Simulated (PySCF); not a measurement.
Isomers of C6H9AlN2. Method: PBE0-D3(BJ)/def2-SVP geometry optimisation, gas phase (PySCF). One conformer each; no zero-point energy, no entropy. No frequencies were run at this level. Point groups hold within 0.08 Å.

**Question.** Rank from lowest to highest electronic energy at this level (kJ/mol).
A. `[CH2:1]=[N:2][c:3]1[cH:4][cH:5][cH:6][n+:7]([AlH3-:8])[cH:9]1` with C1–N2–C3–C4 -46°
B. `[H]/[N:1]=[CH:2]\[c:3]1[cH:4][cH:5][cH:6][n+:7]([AlH3-:8])[cH:9]1` with N1–C2–C3–C4 -179°

**Answer.** B (0.0), A (19.0).

As drawn, the lower has an N–H bond, which the higher lacks.

| SMILES | E (Eh) | E rel (kJ/mol) | dipole (D) | point group | A, B, C (MHz) |
| --- | --- | --- | --- | --- | --- |
| [H]/N=C\c1ccc[n+]([AlH3-])c1 | -585.13708 | 0.0 | 6.41 | near Cs | 2218, 930.4, 661.9 |
| C=Nc1ccc[n+]([AlH3-])c1 | -585.12986 | 19.0 | 8.50 | C1 | 2886, 831.3, 661.6 |

**Question.** How do the relative energies change in single points at HF/pcSseg-1 (no added dispersion term) on the same geometries?

**Answer.** 
```
                      SMILES  PBE0-D3(BJ)/def2-SVP (kJ/mol)  HF/pcSseg-1 (kJ/mol)  shift
[H]/N=C\c1ccc[n+]([AlH3-])c1                            0.0                   0.0    0.0
     C=Nc1ccc[n+]([AlH3-])c1                           19.0                  23.1   +4.1
```

Each column counts from its own lowest isomer. The order is unchanged; the largest shift is 4.1 kJ/mol.
